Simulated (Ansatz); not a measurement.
`C[O][Zr]([Cl])([Cl])[Cl]` + CH₄ → `C[O][Zr]([CH3])([Cl])[Cl]` + HCl  (formal exchange of groups at a Zr–Cl bond)

Computed with Ansatz on PBE0-D4/def2-TZVP structures; ΔE is electronic, products minus reactants. CCSD(T)/CBS is the MP2 limit (def2-TZVPP, def2-QZVPP) plus CCSD(T) − MP2 in def2-TZVPP, frozen cores. This one scheme is used for every species. Functionals use def2-TZVPP. HSE06 is defined as in plane-wave codes. Elements past krypton have def2 core potentials. For Zr outer-core shells are correlated without core-valence functions, which leaves a few kJ/mol of doubt a bond. One conformer a species, not always the lowest.

| level | ΔE (kJ/mol) |
| --- | --- |
| HSE06-D4 | 209.9 |
| SCS-MP2/def2-TZVPP | 212.3 |

(1) What does CCSD(T)/CBS give? (An estimate is asked.)

Largest T1 diagnostic among the species: 0.016.

Results:

(1) Computed: +207.8 kJ/mol. The listed levels differ from it by 2.1, 4.5 kJ/mol.

Leaving LDA and LC-ωPBE aside and taking each functional with its dispersion term where it has one, the values, not all of them listed here, spread over 11.2 kJ/mol, from revPBE-D4 to B97M-V. LDA lies −3.1 kJ/mol from PBE without D4. In def2-TZVPP, CCSD(T) changes the Hartree–Fock value by −15.1 kJ/mol (the triples alone add +1.6 kJ/mol) and MP2 by −8.3 kJ/mol.

CCSD(T)/CBS has its own doubt, a few kJ/mol and more with outer-core shells, so smaller differences from it don't rank the levels.
